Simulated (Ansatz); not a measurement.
Cartesian coordinates in Å:
```
Si 1.6116 0.6995 0.6418
Si -0.4535 1.3501 -0.2506
C -1.5450 -0.1370 -0.0180
In -0.3731 -1.9171 -0.4865
H 1.7588 -0.7361 0.1818
H 1.6268 0.6369 2.1281
H 2.8236 1.4161 0.1671
H -0.9379 2.6203 0.3639
H -0.2288 1.6035 -1.7022
H -1.8915 -0.2182 1.0145
H -2.4170 -0.0849 -0.6755
H 0.1725 -2.1305 -2.1087
H -0.1465 -3.1026 0.7444
```

Total charge 0; spin multiplicity 1. In takes the def2 core potential.

Q: List the r2SCAN/def2-TZVPP orbital energies in eV (the Gaussian-basis code of Ansatz). (Best estimate.)

A: The calculation gave: Occupied: -1791.12, -1790.89, -272.81, -141.62, -141.36, -125.26, -96.50, -96.46, -96.44, -96.23, -96.21, -96.19, -82.01, -81.66, -81.65, -19.39, -19.16, -19.10, -19.08, -19.01, -17.52, -14.41, -12.60, -10.85, -10.56, -9.26, -9.17, -8.81, -8.35, -7.40, -7.14, -6.52. Lowest empty: -1.77, -0.78, -0.51, -0.19, 0.40, 0.79, 1.10, 1.28.
